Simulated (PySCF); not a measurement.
# Simulated characterisation data

PySCF 2.14 calculation with NMR shieldings at PBE0/pcSseg-1/GIAO and structure optimised with GFN2-xTB; isolated molecule, relativity neglected, averaged over atoms made equivalent by symmetry, fast rotation or ring inversion, one conformer.

δ = σ(ref) − σ, references computed at the same level: 1H (σ = 31.72 ppm), 13C (σ = 186.93 ppm) against TMS. Where no couplings were computed, multiplicities follow the n + 1 count of equivalent neighbours, and m marks all less simple cases (inequivalent or close neighbours, rings, F or P nearby). Shifts are as computed. Against solution values, carbons near 30 ppm lie about +3 ppm off and those near 130 ppm about +5 ppm. Of 1211 compounds with measured shifts, 218 miss one by over three times the rms of a fit or turn the order of signals round; such compounds aren't used in these exercises.

**1.** SMILES C=C[C@@H]1CCC[C@@H]2O[C@H]12, C8H12O. 1H NMR (600 MHz, computed): δ 6.30 (m, 1H), 5.46 (m, 1H), 5.31 (m, 1H), 2.88 (m, 1H), 2.68 (m, 1H), 2.11 (m, 1H), 1.83 (m, 1H), 1.77 (m, 1H), 1.54 (m, 1H), 1.32 (m, 1H), 1.28 (m, 1H), 1.13 (m, 1H). 13C{1H} NMR (computed): δ 151.2 (CH), 120.6 (CH2), 53.8 (CH), 50.0 (CH), 49.8 (CH), 29.2 (CH2), 28.5 (CH2), 25.7 (CH2).

**2.** SMILES C1(=O)OC[Si@H]1[SiH]1CC1, C4H8O2Si2. 1H NMR (600 MHz, computed): δ 5.53 (m, 1H), 4.17 (m, 1H), 4.01 (m, 1H), 2.63 (m, 1H), 0.95 (m, 1H), 0.89 (m, 1H), 0.58 (m, 1H), 0.54 (m, 1H). 13C{1H} NMR (computed): δ 180.1 (C), 55.6 (CH2), -1.6 (CH2), -1.7 (CH2).
